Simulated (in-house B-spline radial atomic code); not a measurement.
Results of a calculation; reference values are marked as such.
## Extrapolating the RPA correlation energy in partial waves: B II (B+)

All-electron RPA on Hartree-Fock orbitals from an all-electron radial atomic-structure program (B-spline basis), non-relativistic, point nucleus, configuration [He] 2s2. With empty states up to angular momentum L the sums are:

| L | E_c(L) (hartree) |
| --- | --- |
| 2 | -0.142386 |
| 3 | -0.147279 |
| 4 | -0.149184 |
| 5 | -0.150066 |
| 6 | -0.150526 |
| 7 | -0.150787 |

For large l each further wave adds A/(l + 1/2)⁴, because the basis must build the cusp where two electrons meet.

Task: Estimate the limit from L = 6 and L = 7.

Result: Wave 7 adds -0.000261, against a sum of (l + 1/2)⁻⁴ of 3.16049e-04, so A = -0.82582. The sum over l > 7 is ζ(4, 8.5) = 6.4602e-04, close to 1/(3 × 8³) = 6.5104e-04. The tail is -0.000533 and the limit -0.15132 hartree.

Task: How good is the estimate?

Result: A run to L = 11 sums to -0.15115 and extrapolates to -0.15129 hartree, 0.00 millihartree from the run before. The estimate differs from that by -0.03 millihartree, while the bare sum at L = 7 misses 0.5 millihartree (0.3 %).
